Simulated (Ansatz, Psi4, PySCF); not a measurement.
C$_{6}$H$_{12}$O$_{2}$, charge +1, doublet, at a GFN2-xTB geometry (a state made from the parent by changing its charge; the spin is typed, not shown lowest). Base run: PySCF with CAMB3LYP/STO-3G.

Geometry (Å):
```xyz
20

C     -3.8786     0.5691    -0.2391
C     -2.6952    -0.3294     0.0116
C     -1.3517     0.3612    -0.0725
C     -0.1574    -0.5399     0.1619
O      0.9807     0.2925     0.4240
C      2.1411    -0.1402    -0.0298
C      3.3006     0.7091     0.4173
O      2.2658    -1.1133    -0.7289
H     -3.7631     1.1417    -1.1588
H     -4.7960    -0.0150    -0.2792
H     -4.0148     1.3006     0.5630
H     -2.8237    -0.8363     0.9774
H     -2.7069    -1.1550    -0.7182
H     -1.3180     1.1674     0.6757
H     -1.2277     0.8744    -1.0339
H     -0.3120    -1.1980     1.0257
H      0.0912    -1.1768    -0.7037
H      2.9338     1.6794     0.7415
H      4.0183     0.8008    -0.3948
H      3.7937     0.2037     1.2482
```
Charge +1, spin multiplicity 2.
Orbitals are unrestricted.
All else is at PySCF's defaults.

The same geometry, method and basis name were run in Ansatz (an electronic-structure program) and Psi4 and PySCF, at each program's defaults and at the settings that a row names. The base is PySCF at its defaults. Differences at the defaults can come from grids, fitting, cores and function types together.

```json
[
 {"code and settings": "PySCF, defaults (exact integrals, its default grid, spherical functions)", "ΔE vs base (mEh)": "0.000", "basis functions": "52", "E (Eh)": "-380.90355", "SCF cycles": "19"},
 {"code and settings": "Psi4, defaults (density fitting with its default set, its default grid, spherical functions)", "ΔE vs base (mEh)": "-2.344", "basis functions": "52", "E (Eh)": "-380.90589", "SCF cycles": "15"},
 {"code and settings": "Ansatz, defaults (factorised integrals, its default grid, spherical functions)", "ΔE vs base (mEh)": "-0.001", "basis functions": "52", "E (Eh)": "-380.90355", "SCF cycles": "-"},
 {"code and settings": "PySCF, density fitting with def2-universal-jkfit", "ΔE vs base (mEh)": "-2.347", "basis functions": "52", "E (Eh)": "-380.90590", "SCF cycles": "19"},
 {"code and settings": "PySCF, fine grid", "ΔE vs base (mEh)": "-0.006", "basis functions": "52", "E (Eh)": "-380.90355", "SCF cycles": "19"},
 {"code and settings": "Psi4, exact integrals, spherical functions, fine grid", "ΔE vs base (mEh)": "-0.005", "basis functions": "52", "E (Eh)": "-380.90355", "SCF cycles": "21"},
 {"code and settings": "Ansatz, high accuracy", "ΔE vs base (mEh)": "-0.005", "basis functions": "52", "E (Eh)": "-380.90355", "SCF cycles": "-"}
]
```

Open shells are given as the SCF converged; they aren't shown to be the lowest states, and a large step between rows can be another state.
